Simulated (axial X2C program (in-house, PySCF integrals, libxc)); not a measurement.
Worked dissociation energy of AlCr: PBE0, without spin–orbit coupling

Calculated with an in-house all-electron X2C program for linear molecules (integrals from PySCF). Spin-free means the one-electron spin-free X2C Hamiltonian. Basis: Cr dyall-v3z [9s10p6d3f2g], Al dyall-v3z [8s8p2d1f] (cores contracted in-house); Gaussian nuclei, density fitting, unrestricted open shells. Masses: Cr 51.941 u, Al 26.982 u.

Molecular state: M_S = 5/2, Λ = 0 (beyond evenly filled blocks: σα, π+α, π-α, δ+α, δ-α).

| Item | Value |
| --- | --- |
| E(Cr) (2M_S = 6, M_L = 0) | -1050.597604 hartree |
| E(Al) (2M_S = 1, M_L = 0) | -242.696878 hartree |
| E(AlCr) at Re | -1293.334194 hartree |
| ωe | 221.3 cm⁻¹ |
| ωexe | 1.2 cm⁻¹ |

Task: Work out De and D0.

Result: De = -1050.597604 + (-242.696878) − (-1293.334194) = 0.03971 hartree = 1.081 eV. The zero-point energy is ωe/2 − ωexe/4 = 110 cm⁻¹ = 0.014 eV, so D0 = 1.067 eV.

The state is one determinant whose occupation by symmetry is held fixed; it was picked as the lowest of a PBE0 search that is not exhaustive. Dissociation energies refer to the lowest single-determinant-based atoms at the same level and basis. Other states lie close and PBE0, whose exact exchange favours high spin, may order them wrongly; the determinant shown need not be the ground state. The nearest other spin-free determinant of the search, M_S = 7/2, Λ = 1, lies 0.36 eV up at the distance of the search. The determinant is spin-polarised beyond a pure state at some levels (its spin-free form has ⟨S²⟩ too high), which makes Re and μ there less reliable.

Each atomic determinant is the lowest at this level and need not be a pure term. Totals compare only within one Hamiltonian and basis.
